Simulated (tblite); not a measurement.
Compound: C₆H₁₃S (doublet state).
Structure used (GFN2-xTB), in Å, numbered top down from 1:
```
atom  x, y, z in Å
C1     3.2645    0.5151   -0.1338
S2     2.3202    0.4149    1.4138
C3     0.6269    0.5780    0.7649
C4     0.1200   -0.6887    0.0475
C5    -1.2865   -0.5189   -0.3841
C6    -1.5842    0.2261   -1.6346
C7    -2.3873   -0.7654    0.5819
H8     2.9641    1.4042   -0.6810
H9     4.3103    0.5864    0.1454
H10    3.1040   -0.3778   -0.7311
H11    0.0100    0.7864    1.6376
H12    0.6076    1.4394    0.0972
H13    0.2152   -1.5263    0.7422
H14    0.7623   -0.8769   -0.8167
H15   -0.7727    0.1255   -2.3534
H16   -1.7280    1.2980   -1.4452
H17   -2.5047   -0.1373   -2.0921
H18   -3.2923   -1.0846    0.0644
H19   -2.6469    0.1416    1.1434
H20   -2.1075   -1.5289    1.3053
```

Computed with GFN2-xTB (tblite): harmonic, unscaled wavenumbers at the GFN2-xTB geometry, gas phase. This tight-binding method is rough: wavenumbers can miss measured ones by several per cent, in bad cases by 10 to 20. One conformer, not necessarily the lowest. Open shells enter through the occupations alone, without spin polarisation, and single modes of such species can be off by tens of per cent.

Harmonic wavenumbers (cm⁻¹): 27.7, 40.7, 68.4, 80.7, 88.2, 130.6, 151.8, 218.1, 289.0, 332.9, 388.8, 430.4, 712.5, 738.8, 767.1, 830.5, 919.5, 939.6, 958.2, 970.6, 978.5, 1008.2, 1023.5, 1040.0, 1108.2, 1216.4, 1238.0, 1292.1, 1308.0, 1316.0, 1326.4, 1395.9, 1407.9, 1435.1, 1448.7, 1458.0, 1469.2, 1470.7, 1479.2, 1483.2, 1492.6, 2871.3, 2876.2, 2954.5, 2965.5, 2977.9, 2992.0, 2996.8, 3008.5, 3018.1, 3022.1, 3022.9, 3025.4, 3063.6.

A = 4395, B = 942.6, C = 837.0 MHz; mass 117.074 u (most abundant isotopes); point group C1, symmetry number 1; spin multiplicity 2.

Problem. Zero-point energy?

Solution. Half the sum of the wavenumbers: 37637 cm⁻¹ = 450.24 kJ/mol.

Problem. Give the ideal-gas entropy at 298.15 K and 1 bar in the rigid-rotor, harmonic-oscillator model (classical rotation).

Solution. Translation 168.26, rotation 120.99, vibration 156.12, spin (R ln 2) 5.76: S = 451.1 J/(mol K).

Problem. And Cp and H(298.15 K) − H(0)?

Solution. Cp = 158.30 J/(mol K), of which vibrations give 125.04 (their classical limit is 54 R = 449.0); H(298.15 K) − H(0) = 31.38 kJ/mol without the zero-point energy, 21.46 from vibrations.

Problem. Which modes carry the vibrational entropy at 298.15 K?

Solution. 27.7 cm⁻¹: 25.05; 40.7 cm⁻¹: 21.86; 68.4 cm⁻¹: 17.57; 80.7 cm⁻¹: 16.21; 88.2 cm⁻¹: 15.48; 130.6 cm⁻¹: 12.29 J/(mol K); the other 48 give 47.66 together.

Problem. What must be added to the electronic energy to get the Gibbs energy at 298.15 K and 1 bar?

Solution. ZPE + [H(298.15 K) − H(0)] − T·S = 450.24 + 31.38 − 134.50 = 347.12 kJ/mol.

Problem. How do the functions run with temperature in this model?

Solution. 
```json
{"T (K)": "150", "S (J/(mol K))": "362.2", "Cp (J/(mol K))": "109.1", "H − H(0) (kJ/mol)": "11.78", "G − H(0) (kJ/mol)": "-42.55", "ln q(vib)": "5.38"}
{"T (K)": "250", "S (J/(mol K))": "424.9", "Cp (J/(mol K))": "140.4", "H − H(0) (kJ/mol)": "24.19", "G − H(0) (kJ/mol)": "-82.03", "ln q(vib)": "8.69"}
{"T (K)": "400", "S (J/(mol K))": "503.2", "Cp (J/(mol K))": "198.0", "H − H(0) (kJ/mol)": "49.52", "G − H(0) (kJ/mol)": "-151.76", "ln q(vib)": "12.97"}
{"T (K)": "600", "S (J/(mol K))": "596.8", "Cp (J/(mol K))": "264.7", "H − H(0) (kJ/mol)": "96.12", "G − H(0) (kJ/mol)": "-261.93", "ln q(vib)": "18.23"}
{"T (K)": "900", "S (J/(mol K))": "718.0", "Cp (J/(mol K))": "333.0", "H − H(0) (kJ/mol)": "186.55", "G − H(0) (kJ/mol)": "-459.69", "ln q(vib)": "25.53"}
```

q(vib) and H(0) count from the zero-point level.

Hindered rotation and anharmonicity are outside this model. Other conformers, if any are populated, would add a mixing term that is left out. The structure is chiral; the term R ln 2 for an equal mix with its mirror image is left out.
